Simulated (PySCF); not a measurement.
Species: C6H6O2.
Numbering: `[CH2:1]=[CH:2][CH2:3][C:4]#[C:5][C:6](=[O:7])[OH:8]` (hydrogens: H9, H10 on C1; H11 on C2; H12, H13 on C3; H14 on O8)

The closed-shell SCF was solved with PySCF and density fitting under several settings on one GFN2-xTB geometry (grid level 2 and gas phase unless stated).

```json
{"settings": "mPW1PW91/ANO-RCC-VDZP, start guess vsap, energy threshold 1e-07 Eh", "basis functions": "142", "SCF cycles": "11", "E (Eh)": "-382.6364", "HOMO (eV)": "-7.80", "LUMO (eV)": "-1.15", "dipole (D)": "2.70"}
{"settings": "HSE06/pcSseg-0, energy threshold 1e-07 Eh", "basis functions": "84", "SCF cycles": "10", "E (Eh)": "-381.3354", "HOMO (eV)": "-7.58", "LUMO (eV)": "-1.52", "dipole (D)": "2.35"}
```

Question: Estimate the rows for these settings: (1) PBE0/3-21G; (2) PBE0/6-31G, level shift 0.1 Eh.

Answer: 
| settings | basis functions | SCF cycles | E (Eh) | HOMO (eV) | LUMO (eV) | dipole (D) |
| --- | --- | --- | --- | --- | --- | --- |
| PBE0/3-21G | 84 | 14 | -380.0578 | -7.60 | -0.67 | 2.15 |
| PBE0/6-31G, level shift 0.1 Eh | 84 | 11 | -382.0547 | -7.69 | -0.94 | 2.43 |

Question: Over all rows, what range does the HOMO–LUMO gap span?

Answer: From 6.06 eV (HSE06/pcSseg-0, energy threshold 1e-07 Eh) to 6.93 eV (PBE0/3-21G). The functional of the narrowest has 25 % exact exchange at short range alone, that of the widest 25 % exact exchange.

Question: Compare two rows with the functional PBE0: PBE0/3-21G and PBE0/6-31G, level shift 0.1 Eh. Which energy is lower, and by how much?

Answer: PBE0/6-31G, level shift 0.1 Eh (84 functions) lies 1.9969 Eh or 1253 kcal/mol below PBE0/3-21G (84 functions).

Whole jobs, the steps after the SCF included, on AMD EPYC 9R45, one thread, no GPU (shared host):

| settings | work after the SCF | wall time | peak memory |
| --- | --- | --- | --- |
| mPW1PW91/ANO-RCC-VDZP, start guess vsap, energy threshold 1e-07 Eh | 1 singlet by TDA, 2 Tamm–Dancoff triplets, polarisability | 10 s | 0.74 GiB |
| HSE06/pcSseg-0, energy threshold 1e-07 Eh | shieldings, charges and field gradients | 7.0 s | 0.55 GiB |
| PBE0/3-21G | shieldings, charges and field gradients | 3.3 s | 0.48 GiB |
| PBE0/6-31G, level shift 0.1 Eh | shieldings | 4.0 s | 0.50 GiB |

Cycle counts include a coarse-grid stage where the run had one. ANO-RCC sets were contracted for a scalar-relativistic Hamiltonian, but ran non-relativistically here.

Conformer computed: `[CH2:1]=[CH:2][CH2:3][C:4]#[C:5][C:6](=[O:7])[OH:8]`: C1–C2–C3–C4 -121°, H–O8–C6–C5 180°.

One conformer stands for the species.
